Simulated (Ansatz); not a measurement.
Bond stretch in SiH, doublet.

Levels: UKS-PBE = unrestricted PBE/aug-cc-pVTZ (Ansatz, a program for electronic structure); UKS-PBE0 = Ansatz with unrestricted PBE0/aug-cc-pVTZ; FCI = full CI/aug-cc-pVTZ, frozen core (Ansatz).

Energies relative to the lowest point of each curve near equilibrium, in kcal/mol; the last columns give the error against full CI:

| R / Å | UKS-PBE | UKS-PBE0 | FCI | UKS-PBE − FCI | UKS-PBE0 − FCI |
|---|---|---|---|---|---|
| 1.13 | 54.5 | 53.4 | 52.6 | 2.0 | 0.8 |
| 1.23 | 26.4 | 25.4 | 24.7 | 1.7 | 0.7 |
| 1.29 | 15.6 | 14.8 | 14.2 | 1.4 | 0.5 |
| 1.38 | 5.7 | 5.1 | 4.8 | 0.9 | 0.3 |
| 1.44 | 2.1 | 1.7 | 1.6 | 0.5 | 0.2 |
| 1.47 | 1.0 | 0.8 | 0.7 | 0.4 | 0.1 |
| 1.53 | 0.0 | 0.0 | 0.0 | 0.0 | 0.0 |
| 1.59 | 0.2 | 0.5 | 0.6 | -0.4 | -0.1 |
| 1.60 | 0.3 | 0.6 | 0.8 | -0.4 | -0.1 |
| 1.71 | 3.2 | 4.0 | 4.2 | -1.0 | -0.2 |
| 1.79 | 6.5 | 7.7 | 7.9 | -1.4 | -0.2 |
| 1.90 | 12.0 | 13.8 | 13.8 | -1.8 | 0.0 |
| 2.11 | 23.8 | 26.7 | 26.0 | -2.2 | 0.8 |
| 2.32 | 35.7 | 39.7 | 37.6 | -1.9 | 2.1 |
| 2.49 | 44.6 | 49.1 | 45.8 | -1.2 | 3.3 |
| 2.74 | 55.5 | 58.8 | 55.5 | 0.0 | 3.2 |
| 3.01 | 63.0 | 64.7 | 62.8 | 0.2 | 1.9 |
| 3.39 | 68.2 | 68.6 | 68.3 | -0.1 | 0.3 |
| 3.78 | 70.3 | 70.1 | 70.6 | -0.2 | -0.5 |
| 4.10 | 70.9 | 70.6 | 71.3 | -0.4 | -0.7 |
| 4.55 | 71.3 | 70.8 | 71.8 | -0.5 | -0.9 |
| 5.31 | 71.4 | 70.9 | 72.0 | -0.6 | -1.0 |
| 6.17 | 71.4 | 71.0 | 72.0 | -0.6 | -1.1 |

UKS-PBE is furthest from FCI at 2.11 (-2.2 kcal/mol, below); its mean absolute error over the points is 0.9 kcal/mol.

UKS-PBE0 is furthest from FCI at 2.49 (3.3 kcal/mol, above); its mean absolute error over the points is 0.8 kcal/mol.

The unrestricted determinant behind UKS-PBE is spin-contaminated at 2.74 to 6.17 Å (<S²> up to 1.8, against 0.75 for a pure doublet). The unrestricted determinant behind UKS-PBE0 is spin-contaminated at 2.49 to 6.17 Å (<S²> up to 1.8, against 0.75 for a pure doublet).
